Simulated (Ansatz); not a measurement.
Reaction: BHBr2 (SMILES BrBBr) → BBr2 (SMILES Br[B]Br, doublet) + H (doublet) (the B-H bond breaks)
Each species at its own B3LYP-D3(BJ)/def2-TZVP minimum (Ansatz, a first-principles code).

Total energies in hartree (Ansatz). UHF or UKS for unpaired electrons; spin-orbit terms are left out. Correlated methods leave the cores frozen (noble-gas shells, and filled d and f shells in the p block). No relativity. Where a partner has so few electrons that a lower coupled-cluster level is exact, that level stands in. Spin-orbit terms, left out, reach several kcal/mol for Br and I, and more for heavier atoms.

| species | HF/cc-pVTZ | CCSD(T)/cc-pVTZ | HF/cc-pVQZ | CCSD(T)/cc-pVQZ | CCSDT(Q)/cc-pVTZ |
|---|---|---|---|---|---|
| 1: BHBr2 (dibromoborane, SMILES BrBBr) | -5170.26289 | -5170.73625 | -5170.27022 | -5170.78579 | -5170.73815 |
| 2: BBr2 (SMILES Br[B]Br, doublet) | -5169.62433 | -5170.06559 | -5169.63152 | -5170.11379 | -5170.06779 |
| 3: H (doublet) | -0.49981 | -0.49981 | -0.49995 | -0.49995 | -0.49981 |

Work out the bond dissociation energy (electronic) in kJ/mol: take Hartree-Fock from cc-pVQZ, extrapolate the CCSD(T) correlation energy as X^-3 (X = 3, 4), and add CCSDT(Q) - CCSD(T) in cc-pVTZ. 1 hartree = 2625.5 kJ/mol.


Species 1: correlation (64·(-0.51557) - 27·(-0.47336))/37 = -0.54637; step -0.00190; E1 = -5170.27022 + (-0.54637) + (-0.00190) = -5170.81849
Species 2: correlation (64·(-0.48227) - 27·(-0.44126))/37 = -0.51220; step -0.00220; E2 = -5169.63152 + (-0.51220) + (-0.00220) = -5170.14592
Species 3: correlation (64·(0.00000) - 27·(0.00000))/37 = 0.00000; step +0.00000; E3 = -0.49995 + (0.00000) + (+0.00000) = -0.49995
-1·E1 +1·E2 +1·E3 = 0.17262 hartree = 453.2 kJ/mol.
